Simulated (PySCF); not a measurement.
Computed properties of C₅H₃N₃, SMILES n1c(nccc1)C#N

C5H3N3, SMILES N#Cc1ncccn1. Coordinates come from a B3LYP-D3(BJ)/def2-SVP optimisation. One conformer was computed; it need not be the lowest. All values are computed for the isolated molecule unless a solvent is named; none is compared with measurement here.

**Structure.** The optimised structure has C2v symmetry. All 27 harmonic modes at B3LYP-D3(BJ)/def2-SVP (PySCF) are real, so it is a minimum. With heavy atoms numbered as in [N:1]#[C:2][c:3]1[n:4][cH:5][cH:6][cH:7][n:8]1, the shortest bond between them is N1–C2 at 1.159 Å and the longest C2–C3 at 1.452 Å.

**Vibrations.** The strongest infrared lines (harmonic, unscaled, degenerate partners summed) lie at 1458 cm⁻¹ (114 km/mol, C 36 %, N 33 %, H 32 %), 1616 cm⁻¹ (92 km/mol, C 77 %, N 15 %), 1630 cm⁻¹ (67 km/mol, C 65 %, N 27 %, H 9 %). The softest mode is at 136 cm⁻¹ and the zero-point energy is 47.4 kcal/mol.

**Electronic structure.** ωB97X/def2-TZVP (PySCF) places the frontier levels at -10.67 and -0.27 eV, a gap of 10.40 eV, and gives a dipole moment of 6.47 D. PBE/def2-TZVP (PySCF) at the same geometry gives -6.59 and -3.25 eV, so its gap is 7.06 eV narrower. An orbital gap is neither the optical nor the fundamental gap.

**Excitations.** TDA-ωB97X/def2-SVPD (PySCF) has S1 at 4.57 eV (271 nm, f = 0.000, dark); the most intense of the 10 singlets computed lies at 8.03 eV (f = 0.50). T1 (TDA) is at 4.09 eV, 0.48 eV under S1. TDA-PBE/def2-SVPD (PySCF) puts S1 at 3.43 eV. No vertical singlet excitation falls in the visible range (under 3.1 eV).

**NMR.** GIAO shifts at PBE0/pcSseg-1 (PySCF) (non-relativistic, atoms alike by connectivity averaged): ¹³C from 123.4 to 166.4 ppm against TMS; ¹H from 7.6 to 9.3 ppm against TMS.

**Solvation.** SMD-PBE0/6-31G* (PySCF) gives -8.2 kcal/mol in water, -9.2 kcal/mol in dichloromethane, -8.6 kcal/mol in N,N-dimethylformamide (1 M in both phases, gas-phase geometry); of these solvents dichloromethane holds the molecule best.
